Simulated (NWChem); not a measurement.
CH$_{4}$N$_{2}$OSi; SMILES [SiH2](N=C=O)N

```xyz
9

N     -0.7689     2.1613     0.0024
Si     0.5758     1.0902     0.0039
N      0.1966    -0.6003     0.0017
C     -0.1294    -1.7545    -0.0012
O     -0.4456    -2.8918    -0.0040
H     -1.3296     2.2854     0.8367
H     -1.3265     2.2870    -0.8337
H      1.3567     1.3421    -1.2273
H      1.3521     1.3398     1.2385
```
Atoms are numbered in this order, from 1.

Results from NWChem. STO-3G and 3-21G are far too small for this property and stand as cheap habits. The geometry was optimised at B3LYP/6-31G* (spherical d). GIAO values for the isolated, static molecule; σ is the absolute isotropic shielding, δ = σ(reference) − σ with the isolated reference molecule computed at the same levels (13C: tetramethylsilane, 1H: tetramethylsilane, 15N: ammonia, 17O: water, 29Si: tetramethylsilane).

| level | δ N1 (ppm) | δ Si2 (ppm) | δ N3 (ppm) | δ C4 (ppm) | δ O5 (ppm) | δ H6 (ppm) | δ H8 (ppm) | relative time |
|---|---|---|---|---|---|---|---|---|
| BHandHLYP/pcSseg-1 | 26.0 | -62.7 | 52.7 | 132.1 | 134.4 | 1.12 | 4.47 | 10 |
| Hartree-Fock/STO-3G | -42.1 | -43.0 | -3.1 | 111.4 | 109.7 | -0.99 | 2.68 | 1 |
| PBE/pcSseg-1 | 33.1 | -66.6 | 61.7 | 122.5 | 146.1 | 1.03 | 4.91 | 9 |

The last column is a rough cost ratio, cheapest run = 1.
